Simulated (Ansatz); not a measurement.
Molecule: H₂Te₂, charge 0, multiplicity 1. SMILES: [TeH][TeH]
Geometry from a B3LYP-D3(BJ)/def2-TZVP (Ansatz, a first-principles code) optimisation:
```xyz
4

Te    -0.0136     0.0157    -1.3655
Te    -0.0251     0.0059     1.3654
H      1.5837     0.4689    -1.5191
H      0.4290    -1.5908     1.5235
```
Charge 0, spin multiplicity 1.

Property: vertical electron affinity (to the doublet state of charge -1; a negative value means that the extra electron is unbound and the number depends on the basis; each state is the SCF solution reached for its spin), in eV. Correlated levels leave the core frozen unless marked. Open shells are spin-unrestricted. Spin-orbit coupling is left out. Frozen are the shells of the preceding noble gas and the d and f shells that filled before the atom's block. In def2 rows, elements after Kr have scalar-relativistic effective core potentials. Anions need diffuse functions: def2-D sets add few. CBS(X,Y): correlation extrapolated as X^-3; Hartree-Fock from the larger set. [CCSD(T)-MP2]/basis is that difference in the basis named.

```json
[
 {"level": "SVWN5/def2-TZVPD", "program": "Ansatz", "vertical electron affinity (eV)": "0.85"},
 {"level": "PBE/def2-TZVPD", "program": "Ansatz", "vertical electron affinity (eV)": "0.71"},
 {"level": "r2SCAN/def2-TZVPD", "program": "Ansatz", "vertical electron affinity (eV)": "0.73"},
 {"level": "B3LYP/def2-TZVPD", "program": "Ansatz", "vertical electron affinity (eV)": "0.70"}
]
```

What does RI-MP2/CBS(def2-TZVPPD,def2-QZVPPD)+[CCSD(T)-MP2]/def2-TZVPPD (Ansatz) give?

0.59 eV
